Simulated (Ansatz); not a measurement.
Reaction (formal exchange of groups at a Te–Si bond): `N[SiH2][TeH]` + `OCF` → `OC(F)[TeH]` + `N[SiH3]`

Program: Ansatz. Geometries: PBE0-D4/def2-TZVP. ΔE: electronic, gas phase. CBS: MP2 limit from def2 TZ/QZ plus the TZ coupled-cluster correction, frozen cores. This one scheme is used for every species. Functionals use def2-TZVPP. HSE06 is defined as in plane-wave codes. Elements past krypton have def2 core potentials. For Te outer-core shells are correlated without core-valence functions, which leaves a few kJ/mol of doubt a bond. One conformer a species, not always the lowest.

`N[SiH2][TeH]`:

```xyz
8

N    -1.371   -0.158   -0.238
Si    0.179   -0.529    0.393
Te    1.846    1.339    0.597
H    -1.938    0.539    0.219
H    -1.483   -0.104   -1.238
H     0.748   -1.583   -0.481
H     0.045   -0.985    1.798
H     1.972    1.481   -1.050
```

`OCF`:

```xyz
6

O     0.241    0.963    0.431
C     0.149   -0.290   -0.116
F    -0.598   -0.271   -1.278
H    -0.615    1.218    0.787
H    -0.338   -1.012    0.550
H     1.160   -0.608   -0.374
```

`OC(F)[TeH]`:

Z-matrix (Å, degrees):
```
C
F 1 1.369
Te 1 2.195 2 108.2
O 1 1.359 2 111.5 3 -122.4
H 1 1.089 2 108.2 3 118.9
H 3 1.656 1 92.8 2 27.8
H 4 0.965 1 109.1 2 66.3
```

`N[SiH3]`:

Z-matrix (Å, degrees):
```
Si
N 1 1.720
H 1 1.486 2 107.9
H 1 1.494 2 116.0 3 -120.3
H 1 1.486 2 107.9 3 119.4
H 2 1.007 1 119.6 3 -168.6
H 2 1.007 1 119.6 3 49.2
```

Question: Is it downhill or uphill in electronic energy at CCSD(T)/CBS, and by how much? (Best estimate.)

Answer: The calculation gave: Uphill: ΔE = +27.1 kcal/mol.

Question: What do these levels give: HSE06-D4, BHLYP-D4, CAM-B3LYP-D4, revPBE, r2SCAN0, HSE06, BHLYP, RPA@PBE/def2-TZVPP, MP2/def2-SVP, HF/def2-TZVPP, MP2/def2-QZVPP, CCSD/CBS(def2)? (Estimate.)

Answer: The calculation gave: HSE06-D4 28.0, BHLYP-D4 28.3, CAM-B3LYP-D4 26.1, revPBE 25.9, r2SCAN0 28.1, HSE06 27.8, BHLYP 27.7, RPA@PBE/def2-TZVPP 24.6, MP2/def2-SVP 27.7, HF/def2-TZVPP 29.7, MP2/def2-QZVPP 28.1, CCSD/CBS(def2) 27.8 kcal/mol.

Question: What do rigid-rotor, harmonic-oscillator terms from PBE0-D4/def2-TZVP frequencies (298.15 K, 1 bar) make of the CCSD(T)/CBS value? (An estimate is asked.)

Answer: Computed: ΔZPE = -2.5 kcal/mol, ΔH = +24.7 kcal/mol, ΔS = -3 J/(mol·K), ΔG = +24.8 kcal/mol.

Largest T1 diagnostic among the species: 0.012.

From BLYP to BHLYP (50 % exact exchange), in def2-TZVPP and without D4, ΔE moves by +3.7 kcal/mol. In def2-TZVPP, CCSD(T) changes the Hartree–Fock value by −3.4 kcal/mol (the triples alone add −0.7 kcal/mol) and MP2 by −2.1 kcal/mol. Leaving LDA and LC-ωPBE aside and taking each functional with its dispersion term where it has one, the values, not all of them listed here, spread over 4.8 kcal/mol, from BLYP-D4 to PBE-QIDH.
